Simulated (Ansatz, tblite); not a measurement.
Cost and result up the ladder for Sn(SH)H3 (SnH₄S) (6 atoms). Total charge 0; singlet. Geometry: PBE-D4/def2-TZVP.

```xyz
6

Sn   -0.556    0.010   -0.221
S     1.235   -0.259    1.395
H     2.201    0.059    0.501
H    -1.981   -0.379    0.648
H    -0.309   -1.066   -1.539
H    -0.590    1.636   -0.783
```

Ansatz on 4 threads of Arm Neoverse V1 on a shared host; xTB runs through tblite on one thread. Times are rough, summed over both states, and most runs start from the orbitals of an earlier one. CCSD(T)/def2-TZVPP serves as the yardstick here, not as an exact answer. The other state is a doublet.

In the def2 sets Sn takes a core potential; there is no spin–orbit coupling. The xTB rows come from tblite. Correlated methods freeze 9 core orbitals; core or outer-core shells of Sn are correlated, in sets that lack core-valence functions.

Raw xTB energies of ions are shifted by several eV.

| level | functions | vertical IE (eV) | difference from CCSD(T)/def2-TZVPP (eV) |
| --- | --- | --- | --- |
| CCSD(T)/def2-TZVPP | 148 | 9.49 | 0.00 |
| PBE-D4/def2-TZVP (with forces) | 111 | 9.32 | -0.17 |
| GFN1-xTB | 26 | 14.78 | 5.30 |
| GFN2-xTB | 22 | 13.97 | 4.49 |
| PBE0-D4/def2-TZVP | 111 | 9.45 | -0.04 |
| r2SCAN-D4/def2-TZVP | 111 | 9.38 | -0.11 |

Q: Estimate how long each takes.

A: GFN2-xTB 0.004 s; GFN1-xTB 0.006 s; PBE-D4/def2-TZVP (with forces) 1.9 s; PBE0-D4/def2-TZVP 2.5 s; r2SCAN-D4/def2-TZVP 4.4 s; CCSD(T)/def2-TZVPP 55 s. On shared hardware such times vary by a factor of up to 3.
